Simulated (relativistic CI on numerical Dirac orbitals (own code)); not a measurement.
# What each ingredient does to the levels of Cd⁴⁶⁺

Base calculation: Dirac-Coulomb-Breit CI, separate exchange-only KLI orbitals for each configuration, model QED, unscaled Slater integrals.

Configuration list: 1s², 1s2s, 1s2p, 1s3s, 1s3p, 1s3d, 1s4s, 1s4p, 1s4d, 1s4f, 1s5s, 1s5p, 1s5d, 1s5f, 1s5g, 1s6s, 1s6p, 1s6d. Levels of other configurations are missing.

The lowest level and the first level of each name with at least 55 % of one term (blank where a level has no safe partner in the second run):

```csv
Level,Base (eV),Shift (eV)
1s² ¹S0,0.0,0.0
1s2s ³S1,23552.4,-0.7
1s2p ³P°1,23619.4,-0.7
1s2p ³P°0,23620.7,-0.8
1s2s ¹S0,23623.5,+0.2
1s2p ³P°2,23850.9,-0.7
1s2p ¹P°1,23882.1,-0.6
1s3s ³S1,27980.6,-0.6
1s3p ³P°1,27998.9,-0.6
1s3p ³P°0,27999.3,-0.6
1s3s ¹S0,27999.6,-0.4
1s3p ³P°2,28067.8,-0.6
1s3d ³D2,28075.4,-0.5
1s3d ³D1,28076.4,-0.5
```

At this charge energies of transitions that change n are usually good to better than 1 %, and those within a shell (Δn = 0) to a few per cent.

Q: One thing was changed in a second run, which moved the levels as shown. Which?
A. Breit term removed
B. one mean potential for all configurations
C. QED terms removed
D. configuration mixing switched off

A: B. One mean potential for all configurations. One potential for all configurations removes the relaxation of the orbitals, which moves whole configurations and changes the integrals a little.

LS names give the leading component of a level, which can be under half, so a name can repeat, a term be missing and a line seem to break the LS rules.
